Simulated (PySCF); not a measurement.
SiBr4, SMILES Br[Si](Br)(Br)Br. Atoms are numbered in the order given.

```xyz
5

Br     1.2637    -1.2637    -1.2637
Si     0.0000     0.0000     0.0000
Br    -1.2637    -1.2637     1.2637
Br    -1.2637     1.2637    -1.2637
Br     1.2637     1.2637     1.2637
```

Geometry optimised at ωB97X-D3(BJ)/def2-SVP. The isomer is the one that the SMILES or the coordinates give; other isomers of the formula were not compared.

Computed with KT2/pcSseg-1 in PySCF.

GIAO shieldings, no solvent; atoms alike by connectivity are averaged. δ = σ(ref) − σ: ²⁹Si against TMS (σ = 361.9 ppm), references at their B3LYP-D3(BJ)/def2-TZVP geometries, non-relativistic (without spin–orbit terms, shifts of atoms bonded to Cl or Br come out too high).

Estimate the chemical shifts. (Estimate from the structure and the level; the computed values follow.)


```csv
nucleus,atoms,count,δ (ppm)
²⁹Si,Si2,1,52.0
```
